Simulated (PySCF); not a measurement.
From one molecule to another.

First species: C₈H₈O₂S.
Atom-mapped SMILES: `[CH3:1][S:2][c:3]1[cH:4][c:5]2[o:6][c:7]([CH3:8])[cH:9][c:10]2[o:11]1` (hydrogens: H12, H13, H14 on C1; H15 on C4; H16, H17, H18 on C8; H19 on C9)

Second species: C5H7O2PS.
Cartesian coordinates in Å at the GFN2-xTB level; atoms count from 1:
```xyz
16
C5H7O2PS angstrom
C     -2.0419    0.8145   -0.6460
P     -1.0839    0.0100    0.6868
O     -1.1720    0.6331    2.0119
O     -1.6894   -1.4893    0.6880
C      0.6006   -0.1916    0.0610
C      1.6834    0.5935    0.5279
C      2.8504    0.2755   -0.0818
S      2.6528   -0.9875   -1.2354
C      0.9765   -1.0851   -0.8943
H     -2.0188    0.2144   -1.5495
H     -1.6211    1.7972   -0.8399
H     -3.0661    0.9248   -0.2973
H     -1.8342   -1.7410    1.6019
H      1.5685    1.3429    1.2898
H      3.8236    0.6986    0.0701
H      0.3640   -1.8012   -1.4046
```

Levels: PBE0/pcSseg-1 for dipole moment, HOMO energy, LUMO energy and HOMO–LUMO gap; GFN2-xTB for rotational constant A and rotational constant C. Geometries: GFN2-xTB. All species are isolated and taken at one optimised geometry, non-relativistic unless stated; the electronic structure was computed with PySCF and density fitting.

Dipoles, sizes and rotational constants follow the conformer. The torsions of the flexible species, by atom-mapped SMILES:
- `[CH3:1][S:2][c:3]1[cH:4][c:5]2[o:6][c:7]([CH3:8])[cH:9][c:10]2[o:11]1`: C1–S2–C3–C4 180°
- `[CH3:1][P@@:2](=[O:3])([OH:4])[c:5]1[cH:6][cH:7][s:8][cH:9]1`: C1–P2–C5–C6 108°, H–O4–P2–C1 -136°

Values for the first species:

```
Dipole moment         : 1.73 D
HOMO energy           : -5.25 eV
LUMO energy           : -0.04 eV
HOMO–LUMO gap         : 5.21 eV
Rotational constant A : 3.696 GHz
Rotational constant C : 0.438 GHz
```

Task: Estimate the same properties for the second species, and the change in each.

Result: 
```
             property      first     second  second less first
        dipole moment     1.73 D     2.46 D            +0.73 D
          HOMO energy   -5.25 eV   -7.36 eV           -2.11 eV
          LUMO energy   -0.04 eV   -0.98 eV           -0.94 eV
        HOMO–LUMO gap    5.21 eV    6.38 eV           +1.17 eV
rotational constant A  3.696 GHz  2.621 GHz         -1.075 GHz
rotational constant C  0.438 GHz  0.676 GHz         +0.238 GHz
```

On the first: A dipole of 1.73 D is allowed in Cs, and pure rotational transitions are dipole-allowed. The dipole matches unit charges of opposite sign 0.36 Å apart (1 e·Å = 4.8032 D).

On the second: The dipole matches unit charges of opposite sign 0.51 Å apart (1 e·Å = 4.8032 D). A dipole of 2.46 D is allowed in C1, and pure rotational transitions are dipole-allowed.
